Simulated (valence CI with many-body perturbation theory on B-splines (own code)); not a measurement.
# E1 transitions of Hf³⁹⁺

Calculated by relativistic CI+MBPT: five valence electrons over a frozen Dirac-Fock core [Ar] 3d10, a basis of 9 s, 9 p, 8 d, 6 f, 3 g, 1 h functions for each j, with the one-electron correlation potential Σ1 (screened to all orders), the two-electron term Σ2, the three-electron term Σ3, Breit, model QED; selected single and double excitations, second order for the rest (own B-spline code, finite nucleus).

No measured spectrum was set against this ion. As an estimate, large intervals hold to a few tenths of a per cent, small ones and those within an open d or f shell to about a per cent. Among the levels kept, up to 300 cm⁻¹ of a level comes from second order outside the variational space, and about a tenth of that is noise between levels of different J, which matters for small intervals.

Lines 51 to 100 of 212 in falling wavelength, among levels below 350.70 eV, chosen from the strongest by gf and those to the six lowest levels. Wavelengths and rates use the calculated energies. Electric multipoles are in the length gauge, E1 and E2 with the static RPA response of the core. Weak lines are less certain than strong ones. Lines between different terms over intervals too small for the method are left out, as are lines whose strength nearly cancels. Where a level lies close to another of its J and parity, the split of strength between their lines is uncertain. The highest levels of a list are the least certain.

Levels are named by their leading jj configuration (3d3/2^4 stands for four electrons in 3d with j = 3/2), which in mixed levels can hold well under half, so a name can repeat and another be missing. Letters in brackets count levels of one name in rising energy.

```tsv
λ vac (nm)	Upper	Lower	A (s⁻¹)	S (a.u.) with core polarisation	S without
13.00	(4s 4p1/2^2 4p3/2^2) J=1/2	(4s^2 4p1/2 4p3/2^2) J=1/2	2.39e+10	5.17e-02	5.50e-02
12.95	(4s^2 4p1/2^2 4f7/2) J=7/2	(4s^2 4p1/2 4p3/2 4d3/2) J=5/2 [b]	7.43e+08	6.37e-03	6.80e-03
12.82	(4s 4p1/2^2 4p3/2 4d5/2) J=5/2	(4s^2 4p1/2 4p3/2 4d3/2) J=5/2 [b]	2.79e+09	1.74e-02	1.86e-02
12.77	(4s^2 4p1/2 4p3/2 4d5/2) J=3/2 [c]	(4s^2 4p3/2^3) J=3/2	1.05e+09	4.32e-03	4.61e-03
12.75	(4s 4p1/2^2 4p3/2 4d5/2) J=3/2	(4s^2 4p1/2 4p3/2 4d3/2) J=1/2 [b]	7.95e+08	3.26e-03	3.48e-03
12.74	(4s 4p1/2^2 4p3/2 4d3/2) J=5/2 [b]	(4s^2 4p1/2 4p3/2 4d3/2) J=7/2	1.04e+10	6.37e-02	6.78e-02
12.70	(4s 4p1/2^2 4p3/2 4d5/2) J=3/2	(4s^2 4p1/2 4p3/2 4d5/2) J=5/2 [a]	1.90e+10	7.70e-02	8.21e-02
12.70	(4s 4p1/2^2 4p3/2^2) J=3/2	(4s^2 4p1/2 4p3/2^2) J=1/2	5.89e+06	2.39e-05	2.57e-05
12.51	(4s 4p1/2^2 4p3/2 4d5/2) J=3/2	(4s^2 4p1/2 4p3/2 4d3/2) J=5/2 [b]	2.66e+09	1.03e-02	1.10e-02
12.41	(4s 4p1/2^2 4p3/2 4d5/2) J=5/2	(4s^2 4p1/2 4p3/2 4d5/2) J=3/2 [a]	1.01e+10	5.74e-02	6.11e-02
12.40	(4s^2 4p1/2^2 4f5/2) J=5/2	(4s^2 4p1/2 4p3/2 4d5/2) J=5/2 [a]	1.03e+09	5.81e-03	6.19e-03
12.39	(4s^2 4p1/2^2 4d5/2) J=5/2	(4s^2 4p1/2 4p3/2^2) J=3/2	6.75e+09	3.81e-02	4.06e-02
12.36	(4s 4p1/2 4p3/2^3) J=5/2	(4s^2 4p3/2^3) J=3/2	1.06e+10	5.93e-02	6.32e-02
12.31	(4s 4p1/2^2 4p3/2 4d5/2) J=7/2	(4s^2 4p1/2 4p3/2 4d5/2) J=9/2	1.63e+10	1.20e-01	1.28e-01
12.22	(4s^2 4p1/2^2 4f5/2) J=5/2	(4s^2 4p1/2 4p3/2 4d3/2) J=5/2 [b]	2.22e+09	1.20e-02	1.28e-02
12.13	(4s 4p1/2^2 4p3/2 4d5/2) J=3/2	(4s^2 4p1/2 4p3/2 4d5/2) J=3/2 [a]	7.07e+09	2.49e-02	2.66e-02
12.13	(4s 4p1/2^2 4p3/2 4d3/2) J=3/2 [b]	(4s^2 4p1/2 4p3/2 4d3/2) J=1/2 [a]	3.02e+09	1.06e-02	1.13e-02
12.10	(4s 4p1/2^2 4p3/2 4d3/2) J=5/2 [b]	(4s^2 4p1/2 4p3/2 4d3/2) J=3/2 [a]	1.11e+09	5.82e-03	6.19e-03
12.09	(4s 4p1/2^2 4p3/2 4d3/2) J=5/2 [b]	(4s^2 4p1/2 4p3/2 4d3/2) J=5/2 [a]	6.51e+08	3.41e-03	3.63e-03
12.08	(4s 4p1/2^2 4p3/2 4d3/2) J=3/2 [b]	(4s^2 4p1/2 4p3/2 4d3/2) J=3/2 [a]	1.53e+09	5.32e-03	5.67e-03
12.07	(4s 4p1/2^2 4p3/2 4d3/2) J=3/2 [b]	(4s^2 4p1/2 4p3/2 4d3/2) J=5/2 [a]	1.38e+10	4.79e-02	5.09e-02
11.90	(4s 4p1/2^2 4p3/2^2) J=3/2	(4s^2 4p1/2 4p3/2^2) J=5/2	2.76e+10	9.20e-02	9.79e-02
11.80	(4s 4p1/2^2 4p3/2 4d5/2) J=7/2	(4s^2 4p1/2 4p3/2 4d3/2) J=5/2 [b]	5.41e+08	3.51e-03	3.77e-03
11.64	(4s 4p1/2^2 4p3/2 4d5/2) J=7/2	(4s^2 4p1/2 4p3/2 4d5/2) J=7/2 [a]	7.90e+09	4.92e-02	5.24e-02
11.56	(4s 4p1/2^2 4p3/2^2) J=1/2	(4s^2 4p1/2 4p3/2^2) J=3/2	1.23e+06	1.88e-06	1.84e-06
11.43	(4s 4p1/2 4p3/2^3) J=3/2	(4s^2 4p3/2^3) J=3/2	1.84e+10	5.44e-02	5.79e-02
11.33	(4s 4p1/2^2 4p3/2^2) J=3/2	(4s^2 4p1/2 4p3/2^2) J=3/2	9.95e+09	2.86e-02	3.04e-02
11.30	(4s 4p1/2 4p3/2^3) J=1/2	(4s^2 4p3/2^3) J=3/2	1.57e+10	2.23e-02	2.37e-02
11.18	(4s 4p1/2^2 4p3/2 4d3/2) J=1/2 [b]	(4s^2 4p1/2 4p3/2 4d3/2) J=1/2 [a]	3.70e+09	5.11e-03	5.43e-03
11.15	(4s 4p1/2^2 4p3/2 4d3/2) J=1/2 [b]	(4s^2 4p1/2 4p3/2 4d3/2) J=3/2 [a]	1.96e+10	2.68e-02	2.85e-02
10.77	(4s^2 4p1/2^2 4f5/2) J=5/2	(4s^2 4p1/2 4p3/2 4d3/2) J=7/2	1.60e+10	5.92e-02	6.30e-02
10.51	(4s 4p1/2^2 4p3/2 4d5/2) J=3/2	(4s^2 4p1/2 4p3/2 4d3/2) J=5/2 [a]	1.81e+09	4.14e-03	4.40e-03
10.45	(4s 4p1/2^2 4p3/2 4d5/2) J=7/2	(4s^2 4p1/2 4p3/2 4d3/2) J=7/2	1.32e+09	5.93e-03	6.31e-03
10.31	(4s^2 4p1/2^2 4f5/2) J=5/2	(4s^2 4p1/2 4p3/2 4d3/2) J=3/2 [a]	1.59e+09	5.16e-03	5.47e-03
9.725	(4s 4p1/2^2 4p3/2 4d3/2) J=5/2 [a]	(4s 4p1/2^2 4p3/2^2) J=3/2	3.10e+09	8.45e-03	9.00e-03
9.662	(4s 4p1/2^2 4p3/2 4d3/2) J=3/2 [a]	(4s 4p1/2^2 4p3/2^2) J=3/2	4.39e+09	7.81e-03	8.28e-03
9.659	(4s 4p1/2^2 4p3/2 4d3/2) J=1/2 [a]	(4s 4p1/2^2 4p3/2^2) J=3/2	6.77e+09	6.02e-03	6.37e-03
9.500	(4s 4p1/2^2 4p3/2 4d3/2) J=3/2 [a]	(4s 4p1/2^2 4p3/2^2) J=1/2	3.85e+09	6.51e-03	6.89e-03
9.497	(4s 4p1/2^2 4p3/2 4d3/2) J=1/2 [a]	(4s 4p1/2^2 4p3/2^2) J=1/2	3.17e+09	2.68e-03	2.84e-03
9.215	(4s^2 4p1/2 4p3/2 4d3/2) J=3/2 [a]	(4s^2 4p1/2 4p3/2^2) J=1/2	1.26e+09	1.95e-03	2.05e-03
9.188	(4s^2 4p1/2 4p3/2 4d3/2) J=1/2 [a]	(4s^2 4p1/2 4p3/2^2) J=1/2	9.66e+08	7.40e-04	7.78e-04
9.058	(4s 4p1/2^2 4p3/2 4d3/2) J=5/2 [a]	(4s^2 4p1/2^2 4d5/2) J=5/2	8.97e+09	1.97e-02	2.09e-02
9.003	(4s 4p1/2^2 4p3/2 4d3/2) J=3/2 [a]	(4s^2 4p1/2^2 4d5/2) J=5/2	9.49e+09	1.37e-02	1.45e-02
8.894	(4s 4p1/2^2 4p3/2 4d3/2) J=5/2 [b]	(4s 4p1/2^2 4p3/2^2) J=3/2	5.26e+09	1.10e-02	1.16e-02
8.882	(4s 4p1/2^2 4p3/2 4d3/2) J=3/2 [b]	(4s 4p1/2^2 4p3/2^2) J=3/2	7.80e+09	1.08e-02	1.15e-02
8.864	(4s 4p1/2^2 4p3/2 4d3/2) J=7/2	(4s^2 4p1/2^2 4d5/2) J=5/2	1.12e+09	3.08e-03	3.35e-03
8.790	(4s^2 4p1/2 4p3/2 4d3/2) J=5/2 [a]	(4s^2 4p1/2 4p3/2^2) J=5/2	4.99e+09	1.00e-02	1.06e-02
8.785	(4s^2 4p1/2 4p3/2 4d3/2) J=3/2 [a]	(4s^2 4p1/2 4p3/2^2) J=5/2	4.31e+09	5.77e-03	6.09e-03
8.475	(4s^2 4p1/2 4p3/2 4d3/2) J=7/2	(4s^2 4p1/2 4p3/2^2) J=5/2	1.26e+08	3.04e-04	3.25e-04
8.474	(4s^2 4p1/2 4p3/2 4d3/2) J=5/2 [a]	(4s^2 4p1/2 4p3/2^2) J=3/2	1.37e+08	2.46e-04	2.58e-04
```
